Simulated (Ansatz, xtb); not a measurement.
CH9FO2Si3: 3 structures ranked

3 gas-phase structures of CH9FO2Si3, from a drawn sample of its isomers (lower ones may exist). Each was relaxed with GFN2-xTB; where two conformers were screened, the lower at r2SCAN-D4/def2-SVP is listed:

A. `F[Si@@H](CO[SiH3])O[SiH3]`, a singlet
B. `FC[SiH](O[SiH3])O[SiH3]`, a singlet
C. `CO[SiH2][Si@H](F)O[SiH3]`, a singlet

Question: Estimate their order in r2SCAN-D4/def2-SVP energy at these geometries, lowest first.

Answer: Calculated order at r2SCAN-D4/def2-SVP: A (0.0), C (4.2), B (6.9) kcal/mol.

Energies above the lowest of each column, in kcal/mol; the last columns are at B3LYP/def2-SVP geometries:

```tsv
structure	GFN2-xTB	HF/STO-3G	r2SCAN-D4/def2-SVP	B3LYP/def2-SVP	CCSD(T)/def2-SVP + ΔMP2/def2-TZVPP
A	0.0	6.0	0.0	0.0	0.0
C	1.3	8.2	4.2	1.9	3.0
B	4.7	0.0	6.9	6.2	7.3
```

CCSD(T)/def2-SVP + ΔMP2/def2-TZVPP puts A lowest; HF/STO-3G picks B. Flexible structures stand in one conformer each, not always the lowest. ΔMP2 is the change of the MP2 energy from the smaller to the larger basis.

Programs: Ansatz 0.2.0, xtb 6.7.1.
